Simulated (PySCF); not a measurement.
## Radial density of As²⁺ (arsenic, charge +2)

UHF, [Ar] 3d10 4s1 4p1 5s1, high-spin 4P determinant (an excited configuration). All numbers are calculated (PySCF 2.14, scalar relativity through the core potential, in aug-cc-pVTZ-PP with one added diffuse shell each of s, d, f type with ECP10MDF (7s5p5d3f, 68 functions)). This is the valence pseudo-density: the core potential removes the inner electrons and smooths the orbitals near the nucleus.

```csv
r (bohr),4πr²ρ (e/bohr),4πr²(ρα − ρβ)
0.000991,2.911e-05,0.0000
0.00167,8.180e-05,0.0000
0.00280,0.0002271,0.0000
0.00471,0.0006105,0.0001
0.00793,0.001524,0.0001
0.0133,0.003380,0.0003
0.0224,0.006822,0.0006
0.0377,0.01409,0.0009
0.0635,0.06479,0.0012
0.107,0.5566,0.0010
0.180,3.788,0.0065
0.302,16.38,0.1237
0.508,30.77,0.2141
0.855,13.59,0.0934
1.44,2.615,1.3263
2.42,0.8633,0.8426
4.07,0.3363,0.3363
6.84,0.03467,0.0347
11.5,2.391e-05,0.0000
```

⟨L²⟩ = 3.77 against 2 for a pure P term, so this real determinant mixes terms. Energies and moments cover only the electrons outside the core potential. The outer electron is Rydberg-like, and this basis confines it to a smaller radius and binds it less than a complete one would. The s, p, d and f populations moved away from the nominal configuration during the SCF.
